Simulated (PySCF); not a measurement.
A structure optimised at PBE-D3(BJ)/def2-SVP, used in a PySCF frequency run:

```
C
H 1 1.1073
H 1 1.1111 2 107.95
C 1 1.5221 2 112.50 3 125.69
H 4 1.1079 1 110.31 2 65.52
H 4 1.1081 5 107.86 1 -122.21
H 4 1.1108 5 108.06 6 -116.94
Te 1 2.1806 2 106.42 3 -111.82
F 8 1.9789 1 91.91 2 -72.82
```

Task: Write its SMILES and formula.

Result: CC[Te]F, C2H5FTe

Task: What are its rotational constants (standard atomic weights)?

Result: 6.1043, 2.8139, 2.0760 GHz
